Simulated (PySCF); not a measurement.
## A survey of $^{29}$Si NMR shifts

[PySCF 2.14.0 with density-fitted response routines: shieldings: GIAO PBE0/pcSseg-1; geometry from GFN2-xTB; in vacuum; one conformer; no relativistic terms; rapidly exchanging positions averaged]

Shieldings were converted by a linear fit to measured shifts: $^{29}$Si (scatter 8.9 ppm rms, 25.8 ppm with the 6 outliers that the fit left out vs TMS, solution or neat liquid). A few per cent of atoms miss by over 2 rms, more outside the fitted compound classes.

Task: Give the $^{29}$Si shifts of `CO[Si]1(O)SCCS1`, `OCCO[SiH2]P([SiH3])[SiH3]`, `F[SiH2]S[Si@H](F)C1CC1`, `CCN[SiH2][SiH2]C(F)F`, `C[Si@@H]([SiH3])O[SiH3]`, `CN([SiH3])C[SiH2]C(F)F`, `CC[Si]1(SC)CC1`.

Result: 
```
                                                compound                                       environment  δ (ppm)
                                         CO[Si]1(O)SCCS1  silicon bonded to 2 O, 2 S, in a 5-membered ring     -2.7
[OH:1][CH2:2][CH2:3][O:4][SiH2:5][P:6]([SiH3:7])[SiH3:8]                  Si5: silicon bonded to O, P, 2 H    -16.1
[OH:1][CH2:2][CH2:3][O:4][SiH2:5][P:6]([SiH3:7])[SiH3:8]              Si7/8: silicon bonded to P, 3 H (×2)    -75.7
 [F:1][SiH2:2][S:3][Si@H:4]([F:5])[CH:6]1[CH2:7][CH2:8]1                 Si4: silicon bonded to C, F, S, H     11.2
 [F:1][SiH2:2][S:3][Si@H:4]([F:5])[CH:6]1[CH2:7][CH2:8]1                  Si2: silicon bonded to F, S, 2 H     -1.8
  [CH3:1][CH2:2][NH:3][SiH2:4][SiH2:5][CH:6]([F:7])[F:8]                 Si4: silicon bonded to N, Si, 2 H    -49.3
  [CH3:1][CH2:2][NH:3][SiH2:4][SiH2:5][CH:6]([F:7])[F:8]                 Si5: silicon bonded to C, Si, 2 H    -75.6
                 [CH3:1][Si@@H:2]([SiH3:3])[O:4][SiH3:5]                Si2: silicon bonded to C, O, Si, H    -11.8
                 [CH3:1][Si@@H:2]([SiH3:3])[O:4][SiH3:5]                     Si5: silicon bonded to O, 3 H    -44.4
                 [CH3:1][Si@@H:2]([SiH3:3])[O:4][SiH3:5]                    Si3: silicon bonded to Si, 3 H   -107.7
 [CH3:1][N:2]([SiH3:3])[CH2:4][SiH2:5][CH:6]([F:7])[F:8]                     Si3: silicon bonded to N, 3 H    -44.5
 [CH3:1][N:2]([SiH3:3])[CH2:4][SiH2:5][CH:6]([F:7])[F:8]                   Si5: silicon bonded to 2 C, 2 H    -57.4
                                          CC[Si]1(SC)CC1    silicon bonded to 3 C, S, in a 3-membered ring    -52.0
```
